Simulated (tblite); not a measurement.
Write Cartesian coordinates for `CCC1=CSC(Cl)=P1` as optimised with GFN2-xTB.

```xyz
14
C5H6ClPS angstrom
C     -1.8567   -0.9061    0.2751
C     -1.2281    0.2440   -0.5093
C      0.2478    0.3159   -0.2480
C      0.8128    1.3019    0.4851
S      2.5106    1.2475    0.7481
C      2.7124   -0.2189   -0.1516
Cl     4.3006   -0.8591   -0.2823
P      1.3377   -0.9547   -0.8645
H     -1.3860   -1.8476   -0.0032
H     -1.7205   -0.7552    1.3437
H     -2.9215   -0.9723    0.0659
H     -1.6974    1.1882   -0.2257
H     -1.3974    0.0840   -1.5767
H      0.2851    2.1319    0.9213
```

Orientation and origin are arbitrary. Atoms count from 1 in this order. The C–C distances run from 1.352 Å (C3–C4, aromatic) to 1.527 Å (C1–C2, drawn single), a spread of 0.175 Å. Of the pairs four or more bonds apart, P8···H9 is among the closest relative to their van der Waals radii: 2.99 Å, 100 % of the sum of Bondi's values. The C–P distances run from 1.715 Å (C6–P8, aromatic) to 1.784 Å (C3–P8, aromatic), a spread of 0.069 Å. The 5-membered ring C3–C4–S5–C6–P8 has internal angles of 92.3° to 119.1°; it is planar, 0.00 Å rms from its mean plane, widest ring torsion 0°.

Bonds between heavy atoms (Å): C1–C2 1.527, C2–C3 1.501, C3–C4 1.352, C4–S5 1.719, S5–C6 1.732, C6–Cl7 1.717, C6–P8 1.715, C3–P8 1.784.

Structure optimised with GFN2-xTB, isolated species.

Point group: C1 (no symmetry element, even within 0.4 Å). Its GFN2-xTB frequencies are all real (lowest 37 cm⁻¹). The numbers are those of one conformer (C1–C2–C3–C4 -109°).

The numbers are calculated, not measured.
